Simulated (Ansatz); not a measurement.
Born–Oppenheimer molecular dynamics of C2H13NOSi3 (20 atoms, charge 0, multiplicity 1). It starts from a relaxed structure.

All numbers below come from Ansatz 0.2.0, RKS BHLYP/STO-3G.

```json
{"ensemble": "NVE (velocity Verlet)", "time step": "1 fs", "steps asked": "126", "starting velocities drawn for": "1500 K", "seed": "555534"}
```

Frames 2 fs apart, positions in Å.

Velocities at 40.0 fs (Å/ps):

```
Si 1.31 1.32 -4.51
N 2.90 12.05 -1.16
C -2.49 2.66 0.43
H -39.14 -20.57 28.71
H -33.12 -17.04 -43.15
H 12.34 -19.48 10.60
C -8.20 -11.92 -9.47
H 35.90 54.90 60.91
H 13.14 -6.51 12.81
H 11.72 14.38 58.00
H 14.39 34.55 12.50
O -3.76 -4.15 2.77
Si 2.53 3.88 3.04
H -2.97 21.86 6.22
H -1.98 -8.77 -19.08
H 30.46 -51.27 9.27
Si 0.74 -3.26 -2.25
H -5.26 -23.81 -9.30
H 2.37 13.25 11.96
H -18.81 -36.93 44.09
```

```xyz
20
Properties=species:S:1:pos:R:3 time_fs=40.0 energy_less_start_eV=1.561 T=855
Si 0.124 -0.153 -0.219
N -0.022 -0.187 1.481
C -1.416 -0.492 2.121
H -1.946 -1.211 1.631
H -1.298 -0.942 3.145
H -2.045 0.357 2.218
C 0.859 0.532 2.474
H 0.940 -0.118 3.336
H 1.840 0.714 1.958
H 0.411 1.421 2.979
H 1.491 0.091 -0.401
O -0.732 1.170 -1.046
Si -2.169 1.619 -0.198
H -1.848 2.115 1.071
H -2.823 2.664 -0.894
H -3.122 0.674 0.026
Si -0.860 -2.082 -0.884
H -2.227 -1.760 -0.589
H -0.835 -2.128 -2.386
H -0.604 -3.380 -0.506
20
Properties=species:S:1:pos:R:3 time_fs=42.0 energy_less_start_eV=1.709 T=790
Si 0.126 -0.149 -0.229
N -0.021 -0.163 1.483
C -1.414 -0.487 2.124
H -2.044 -1.284 1.646
H -1.353 -0.965 3.058
H -2.037 0.351 2.244
C 0.842 0.509 2.455
H 1.026 -0.025 3.451
H 1.847 0.704 2.002
H 0.442 1.446 3.058
H 1.532 0.159 -0.385
O -0.740 1.160 -1.039
Si -2.163 1.627 -0.192
H -1.849 2.168 1.096
H -2.826 2.651 -0.940
H -3.081 0.543 0.045
Si -0.859 -2.088 -0.891
H -2.238 -1.815 -0.607
H -0.828 -2.102 -2.335
H -0.631 -3.466 -0.404
20
Properties=species:S:1:pos:R:3 time_fs=44.0 energy_less_start_eV=2.334 T=534
Si 0.128 -0.144 -0.240
N -0.028 -0.141 1.492
C -1.407 -0.488 2.121
H -2.105 -1.320 1.623
H -1.362 -0.993 3.052
H -2.059 0.404 2.279
C 0.827 0.491 2.449
H 1.112 0.029 3.490
H 1.818 0.702 2.061
H 0.489 1.437 3.028
H 1.564 0.213 -0.387
O -0.747 1.147 -1.028
Si -2.156 1.636 -0.187
H -1.849 2.227 1.119
H -2.828 2.636 -0.993
H -3.038 0.415 0.054
Si -0.859 -2.094 -0.898
H -2.250 -1.877 -0.625
H -0.814 -2.084 -2.275
H -0.643 -3.506 -0.306
20
Properties=species:S:1:pos:R:3 time_fs=46.0 energy_less_start_eV=1.928 T=700
Si 0.130 -0.138 -0.251
N -0.046 -0.123 1.505
C -1.404 -0.493 2.111
H -2.080 -1.259 1.593
H -1.323 -1.020 3.117
H -2.057 0.438 2.308
C 0.818 0.480 2.460
H 1.163 0.030 3.429
H 1.794 0.712 2.091
H 0.524 1.409 2.902
H 1.554 0.242 -0.402
O -0.754 1.132 -1.014
Si -2.150 1.643 -0.182
H -1.855 2.279 1.113
H -2.823 2.606 -1.039
H -2.962 0.357 0.046
Si -0.860 -2.103 -0.903
H -2.261 -1.937 -0.643
H -0.789 -2.083 -2.276
H -0.643 -3.457 -0.244
20
Properties=species:S:1:pos:R:3 time_fs=48.0 energy_less_start_eV=1.404 T=919
Si 0.133 -0.130 -0.260
N -0.073 -0.111 1.517
C -1.404 -0.499 2.107
H -1.997 -1.144 1.547
H -1.257 -1.008 3.146
H -2.013 0.412 2.326
C 0.817 0.473 2.481
H 1.167 -0.035 3.333
H 1.798 0.728 2.064
H 0.510 1.441 2.761
H 1.508 0.244 -0.430
O -0.759 1.115 -0.998
Si -2.145 1.649 -0.177
H -1.870 2.320 1.074
H -2.814 2.559 -1.073
H -2.861 0.383 0.025
Si -0.861 -2.112 -0.905
H -2.270 -1.988 -0.663
H -0.751 -2.106 -2.341
H -0.625 -3.337 -0.220
20
Properties=species:S:1:pos:R:3 time_fs=50.0 energy_less_start_eV=1.608 T=833
Si 0.135 -0.122 -0.267
N -0.105 -0.105 1.525
C -1.397 -0.500 2.117
H -1.946 -1.083 1.436
H -1.195 -0.963 3.097
H -1.960 0.363 2.343
C 0.823 0.472 2.496
H 1.141 -0.167 3.302
H 1.799 0.731 1.996
H 0.455 1.532 2.668
H 1.468 0.227 -0.472
O -0.764 1.099 -0.981
Si -2.139 1.653 -0.172
H -1.890 2.355 1.026
H -2.806 2.505 -1.098
H -2.773 0.453 0.009
Si -0.863 -2.120 -0.908
H -2.277 -2.025 -0.687
H -0.706 -2.155 -2.401
H -0.574 -3.228 -0.201
20
Properties=species:S:1:pos:R:3 time_fs=52.0 energy_less_start_eV=2.081 T=642
Si 0.133 -0.115 -0.271
N -0.135 -0.101 1.528
C -1.382 -0.498 2.131
H -1.932 -1.076 1.301
H -1.147 -0.942 3.034
H -1.958 0.367 2.376
C 0.834 0.481 2.501
H 1.086 -0.304 3.319
H 1.770 0.706 1.927
H 0.410 1.573 2.643
H 1.474 0.203 -0.527
O -0.768 1.085 -0.963
Si -2.131 1.657 -0.170
H -1.909 2.400 0.999
H -2.810 2.456 -1.123
H -2.756 0.481 0.018
Si -0.866 -2.124 -0.915
H -2.283 -2.051 -0.716
H -0.661 -2.228 -2.400
H -0.476 -3.202 -0.146
20
Properties=species:S:1:pos:R:3 time_fs=54.0 energy_less_start_eV=1.782 T=759
Si 0.128 -0.111 -0.271
N -0.157 -0.098 1.525
C -1.369 -0.495 2.132
H -1.901 -1.061 1.258
H -1.106 -1.006 3.050
H -2.003 0.406 2.422
C 0.844 0.495 2.499
H 1.001 -0.350 3.313
H 1.726 0.658 1.882
H 0.409 1.521 2.688
H 1.518 0.171 -0.588
O -0.771 1.074 -0.946
Si -2.121 1.663 -0.171
H -1.924 2.459 1.000
H -2.826 2.420 -1.153
H -2.822 0.444 0.062
Si -0.868 -2.125 -0.925
H -2.288 -2.072 -0.749
H -0.620 -2.318 -2.337
H -0.348 -3.228 -0.075
20
Properties=species:S:1:pos:R:3 time_fs=56.0 energy_less_start_eV=1.764 T=770
Si 0.122 -0.108 -0.268
N -0.169 -0.091 1.515
C -1.363 -0.491 2.128
H -1.860 -1.030 1.329
H -1.093 -1.115 3.084
H -2.039 0.400 2.463
C 0.847 0.503 2.492
H 0.910 -0.283 3.266
H 1.710 0.606 1.859
H 0.443 1.427 2.798
H 1.550 0.128 -0.640
O -0.773 1.067 -0.930
Si -2.112 1.668 -0.173
H -1.934 2.515 1.008
H -2.848 2.394 -1.182
H -2.922 0.417 0.124
Si -0.869 -2.125 -0.934
H -2.293 -2.093 -0.782
H -0.579 -2.421 -2.259
H -0.236 -3.225 -0.041
20
Properties=species:S:1:pos:R:3 time_fs=58.0 energy_less_start_eV=1.736 T=788
Si 0.116 -0.110 -0.263
N -0.168 -0.079 1.500
C -1.362 -0.486 2.133
H -1.863 -1.033 1.426
H -1.126 -1.192 3.046
H -2.037 0.329 2.489
C 0.843 0.502 2.474
H 0.848 -0.181 3.235
H 1.741 0.569 1.860
H 0.479 1.393 2.957
H 1.537 0.072 -0.668
O -0.775 1.065 -0.916
Si -2.105 1.671 -0.175
H -1.940 2.553 0.994
H -2.861 2.372 -1.199
H -3.000 0.462 0.185
Si -0.867 -2.126 -0.939
H -2.296 -2.118 -0.814
H -0.529 -2.537 -2.225
H -0.173 -3.163 -0.064
20
Properties=species:S:1:pos:R:3 time_fs=60.0 energy_less_start_eV=1.359 T=930
Si 0.111 -0.114 -0.256
N -0.159 -0.061 1.482
C -1.360 -0.484 2.151
H -1.947 -1.105 1.464
H -1.186 -1.213 2.942
H -2.019 0.246 2.517
C 0.831 0.500 2.445
H 0.834 -0.166 3.295
H 1.796 0.553 1.901
H 0.522 1.411 3.103
H 1.484 0.013 -0.670
O -0.776 1.067 -0.905
Si -2.102 1.673 -0.177
H -1.940 2.566 0.953
H -2.859 2.352 -1.200
H -3.031 0.585 0.234
Si -0.862 -2.128 -0.941
H -2.294 -2.149 -0.841
H -0.475 -2.655 -2.237
H -0.162 -3.056 -0.124
```

Of the whole run (126 fs, mean temperature of the second half 792 K): The conserved energy wandered by up to 5.5 meV per atom (net 3.0 meV per atom), which is poor conservation. The temperature averaged 0.53 of the 1500 K drawn at the start: a run that starts near a minimum puts about half its kinetic energy into the potential. A run of 0.13 ps of so small a system gives no equilibrium averages. Limits of this set-up: minimal basis.

Time of the run: 26 min on 1 thread of Intel(R) Xeon(R) Platinum 8259CL CPU @ 2.50GHz (Skylake/Cascade Lake), on a shared host, peak memory 0.19 GiB.
